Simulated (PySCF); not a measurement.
Vibration and rotation of HgSb⁺

ROHF-MP2 constants of HgSb⁺, ³Σ⁻ (triplet), unpaired electrons π ↑↑ (PySCF, scalar-relativistic core potentials, basis sets Hg def2-SVP with ECP60, Sb def2-SVP with ECP28; masses 201.9706 and 120.9038 u):

| Property | Result |
| --- | --- |
| ωe | 132.9 cm⁻¹ |
| ωexe | 0.402 cm⁻¹ |
| Be | 0.028615 cm⁻¹ |
| αe | 0.000106 cm⁻¹ |
| D (centrifugal) | 5.31e-09 cm⁻¹ |
| De to Hg + Sb⁺ | 1.34 eV |

(1) Give the vibrational terms G(v) and spacings up to v = 6.

(2) How well does the Morse estimate ωe²/(4ωexe) reproduce De, and what is D0?

Correlated steps freeze 4 core orbitals. Correlated levels converge slowly with the basis: in double zeta they bind strong bonds too weakly, by up to about 1 eV, and carry superposition errors of some tenths. Spin–orbit coupling is left out, which matters for elements this heavy, above all for dissociation energies. For an ion De counts to the pair picked by the measured ionisation energies or electron affinities, which need not be the lowest pair at this level. The state was picked by a PBE0 search and need not be the measured ground state.

## Answers

(1) G(v) = ωe(v+½) − ωexe(v+½)².

| v | G(v) (cm⁻¹) | G(v) − G(v−1) | Bv (cm⁻¹) |
| --- | --- | --- | --- |
| 0 | 66.3 |  | 0.02856 |
| 1 | 198.4 | 132.1 | 0.02846 |
| 2 | 329.7 | 131.3 | 0.02835 |
| 3 | 460.2 | 130.5 | 0.02824 |
| 4 | 589.9 | 129.7 | 0.02814 |
| 5 | 718.8 | 128.9 | 0.02803 |
| 6 | 846.9 | 128.1 | 0.02793 |

(2) It gives 1.36 eV, 102 % of the computed De. D0 = De − G(0) = 1.34 − 0.01 = 1.33 eV.
